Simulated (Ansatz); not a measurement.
(ClZn-mu-H)2 (Zn₂H₂Cl₂). Total charge 0; singlet. Geometry PBE-D4/def2-SVP, basis def2-TZVP, Ansatz.

```xyz
6

Cl    2.9957   -1.1256   -0.7337
Cl   -3.0083    1.1013    0.7188
Zn    1.0830   -0.2533   -0.4817
Zn   -1.0790    0.2608    0.4859
H    -0.0798    0.7538   -1.0776
H     0.0884   -0.7370    1.0884
```

```tsv
run	HOMO (eV)	LUMO (eV)
A	-7.08	-2.99
B	-7.22	-3.25
C	-8.39	-2.29
D	-11.47	0.20
E	-7.39	-2.78
```

Another isomer (singlet) lies 0.67 eV lower at PBE0-D4/def2-TZVP; other spin states weren't run for this one.

**Question.** The runs used HF, LDA (SPW92), PBE, PBE0, r2SCAN. Estimate which is which.

**Answer.** A PBE (0 % exact exchange); B LDA (SPW92) (0 % exact exchange); C PBE0 (25 % exact exchange); D HF (100 % exact exchange); E r2SCAN (0 % exact exchange). Exact exchange lowers occupied and raises empty levels; among semilocal functionals meta-GGAs tend to open the gap a little, and such runs are hard to tell apart. The gap grows from 3.97 eV (LDA (SPW92)) to 11.67 eV (HF).
